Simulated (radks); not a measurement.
Values are calculated unless marked as measured or tabulated.
Ta, configuration [Xe] 4f14 5d3 6s2. Level of theory: Dirac Kohn-Sham, PBE, spin-unpolarised, spherical densities, finite nucleus; open shells are shared between the two j in proportion to 2j + 1; Fermi nuclear charge, rms radius 5.3507 fm (a radial shooting solver on a logarithmic mesh with Libxc functionals).

Normalised radial functions P(r) = r R(r) (large component), r in bohr:

r	5p1/2	5d5/2
0.00275	0.0180	0.0000
0.003727	0.0263	0.0001
0.005051	0.0386	0.0003
0.0069	0.0574	0.0006
0.009352	0.0841	0.0014
0.01267	0.1207	0.0032
0.01731	0.1681	0.0072
0.02347	0.2177	0.0153
0.0318	0.2535	0.0309
0.04345	0.2430	0.0592
0.05888	0.1475	0.1018
0.0798	-0.0459	0.1536
0.109	-0.2772	0.1918
0.1478	-0.3623	0.1694
0.2002	-0.1431	0.0490
0.2736	0.3087	-0.1491
0.3708	0.5442	-0.2876
0.5065	0.2021	-0.2239
0.6865	-0.4987	0.0502
0.9303	-0.9970	0.3929
1.271	-0.9710	0.6384
1.723	-0.5978	0.6895
2.334	-0.2406	0.5894
3.189	-0.0581	0.4163
4.322	-0.0080	0.2430
5.858	-0.0005	0.1123
8.003	0.0000	0.0375
10.85	0.0000	0.0085

5p1/2: eigenvalue -45.690 eV, 3 radial nodes at r = 0.0750, 0.222, 0.556 bohr, <r> = 1.22 bohr, 90 % of the charge inside 1.79 bohr. 5d5/2: eigenvalue -3.369 eV, 2 radial nodes at r = 0.218, 0.656 bohr, <r> = 2.31 bohr, 90 % of the charge inside 3.79 bohr.
